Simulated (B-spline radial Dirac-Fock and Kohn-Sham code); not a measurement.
## Atomic boron: differential elastic cross section for electrons at 65.9 eV

These are calculated numbers from a radial atomic solver; the model is relativistic (Dirac) partial waves in the static field of the Dirac-Fock atom with Furness-McCarthy exchange, without polarisation or absorption potentials. Below a few hundred eV the neglected polarisation potential matters, most of all at small angles.

The run's input, task.json:

```json
{"items": [{
  "Z": 5,
  "q": 0,
  "cfg": [[1, 0, 2], [2, 0, 2], [2, 1, 1]],
  "A": 11,
  "rrms": 2.406,
  "do": "elastic",
  "energies": [[65.9, 0]],
  "theta": [5, 10, 15, 20, 25, 30, 35, 40, 45, 50, 55, 60, 65, 70, 75, 80, 85, 90, 95, 100, 105, 110, 115, 120, 125, 130, 135, 140, 145, 150, 155, 160, 165, 170, 175]
}]}
```

Launch: `python xray2_run.py task.json out`

| θ (°) | dσ/dΩ (a₀²/sr) |
| --- | --- |
| 5 | 17.1 |
| 10 | 14.7 |
| 15 | 11.5 |
| 20 | 8.38 |
| 25 | 5.80 |
| 30 | 3.89 |
| 35 | 2.57 |
| 40 | 1.72 |
| 45 | 1.19 |
| 50 | 0.852 |
| 55 | 0.645 |
| 60 | 0.516 |
| 65 | 0.435 |
| 70 | 0.385 |
| 75 | 0.356 |
| 80 | 0.341 |
| 85 | 0.337 |
| 90 | 0.341 |
| 95 | 0.351 |
| 100 | 0.366 |
| 105 | 0.384 |
| 110 | 0.404 |
| 115 | 0.426 |
| 120 | 0.449 |
| 125 | 0.471 |
| 130 | 0.494 |
| 135 | 0.515 |
| 140 | 0.535 |
| 145 | 0.553 |
| 150 | 0.569 |
| 155 | 0.583 |
| 160 | 0.595 |
| 165 | 0.604 |
| 170 | 0.611 |
| 175 | 0.615 |

The total elastic cross section is 14.6 a₀², the first transport cross section 6.52 a₀² and the second, weighted with (3/2) sin²θ, 7.40 a₀². The mean deflection is ⟨1 − cos θ⟩ = 0.446, and 20 % of the collisions scatter beyond 90°.

On this grid of angles the cross section has a minimum near 85°, from interference among the few low partial waves with large phase shifts.
